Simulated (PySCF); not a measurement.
Level of theory: B3LYP-D3(BJ)/def2-TZVP (PySCF 2.14.0). Isolated molecules, 0 K electronic values unless said otherwise. B3LYP has the VWN-RPA correlation part, as in Gaussian. Delta-SCF ions had no search for a lower state. 

Reference species (SMILES): `[SnH3][Cl]` (neutral, multiplicity 1).

- HOMO = -8.34 eV
- vertical ionisation energy (Delta-SCF) = 10.86 eV

Changed species: `[Cl][SnH2][Cl]` (2 of 4 H replaced by Cl; the reference has 1 of 4 H replaced by Cl).

Predict the effect on the HOMO and vertical ionisation energy (Delta-SCF).

the HOMO drops by 0.34 eV, to -8.68 eV; the vertical ionisation energy (Delta-SCF) increases by 0.02 eV, to 10.88 eV.
